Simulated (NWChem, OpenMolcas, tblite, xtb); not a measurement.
## InCl2F (SMILES [F][In]([Cl])[Cl]): methods side by side

InCl2F has 4 atoms, charge 0, and is taken as a singlet. SMILES: `[F][In]([Cl])[Cl]`. The shape is that of a PBE0-D4/def2-TZVP optimisation.

Each level gives the vertical ionisation energy (to the doublet cation) (eV). The values are calculated.

| level | kind | program | value (eV) | less CCSD(T)/def2-SVP |
| --- | --- | --- | --- | --- |
| IPEA1-xTB | semi-empirical | tblite | 16.37 | +4.60 |
| GFN2-xTB | semi-empirical | xtb | 15.75 | +3.98 |
| HF/def2-SVP (core potential) | Hartree–Fock | OpenMolcas | 11.85 | +0.08 |
| revPBE/def2-SVP (core potential) | GGA | OpenMolcas | 11.10 | -0.67 |
| TPSS/def2-SVP (core potential) | meta-GGA | OpenMolcas | 11.28 | -0.49 |
| M06-2X/def2-SVP (core potential) | hybrid meta-GGA | OpenMolcas | 12.17 | +0.40 |
| MP2/def2-SVP (core potential) | perturbation theory | NWChem | 11.95 | +0.18 |
| CCSD(T)/def2-SVP (core potential), open shells restricted | coupled cluster or CI | OpenMolcas | 11.77 | 0.00 |

Differences are taken from CCSD(T)/def2-SVP (core potential), open shells restricted for orientation; it has basis-set and higher-order errors of its own. Spin-orbit coupling, which can split open shells on such heavy atoms by tenths of an eV, is left out. The values span 11.10 to 16.37 eV. The xTB values lack the empirical shift that such differences need. Spin contamination of the reference (⟨S²⟩ at least 0.1 too high) touches HF/def2-SVP. In the correlated wave-function rows the outer d shell of In is correlated, in sets not made for it.
